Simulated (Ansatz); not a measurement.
Ansatz (a first-principles code) input (PBE/6-311+G**): The .json file is the Basis Set Exchange's 6-311+G**.

Ansatz 0.2 input:
```yaml
crystal:
  periodic: [false, false, false]
  atoms:
    - {symbol: Si, position_ang: [0.07253600, -0.53002400, 0.04682300]}
    - {symbol: O, position_ang: [-0.21538100, 1.00680100, -0.08995300]}
    - {symbol: H, position_ang: [-1.13206200, -1.35482800, 0.10253400]}
    - {symbol: H, position_ang: [1.44688800, -1.03755000, 0.10864900]}
    - {symbol: H, position_ang: [0.39271600, 1.75829800, -0.14708500]}
basis:
  gaussian:
    orbitals: 6-311+G__.json
hamiltonian:
  xc: {name: PBE}
total_charge: 1
output: {forces: true}
```

Output:

```
Functional definition: PBE
integrals: 0.01 GiB planned
558 factors; their error is unknown
mean field: 0.13 GiB planned
mean field evaluation 1: about -9940.9428 eV, gradient 1.1e2 eV
mean field evaluation 2: about -9771.3892 eV, gradient 2.1e2 eV
mean field evaluation 4: about -9959.7541 eV, gradient 1.2e1 eV
mean field evaluation 8: about -9960.0302 eV, gradient 2.1e-1 eV
mean field evaluation 16: about -9960.0127 eV, gradient 1.8e-5 eV
mean field -9960.01274100 eV, -366.0237170926 hartree, gradient 1.8e-5 eV, S^2 0.000000; 0 other end points of the search recorded, 0 dependent functions left out
the calculation of the forces begins
reference -9960.01278321 eV, -366.0237186439 hartree; 12, 12 occupied and 59, 59 virtual orbitals, 558 factors
Total energy: -9960.01278321 eV, -366.0237186439 hartree
Atom 0 at     0.072536    -0.530024     0.046823 Å, force     0.143797    -0.772274     0.068720 eV/Å
Atom 1 at    -0.215381     1.006801    -0.089953 Å, force    -0.375731     0.700884    -0.065561 eV/Å
Atom 2 at    -1.132062    -1.354828     0.102534 Å, force    -0.295636    -0.153229     0.009414 eV/Å
Atom 3 at     1.446888    -1.037550     0.108649 Å, force     0.334279    -0.109694     0.013847 eV/Å
Atom 4 at     0.392716     1.758298    -0.147085 Å, force     0.193291     0.334313    -0.026421 eV/Å
Dipole moment:     0.340782    -0.254475     0.026464 e Å
```

The dipole moment of an ion depends on the origin.

The geometry given is a B3LYP-D3(BJ)/def2-TZVP minimum.
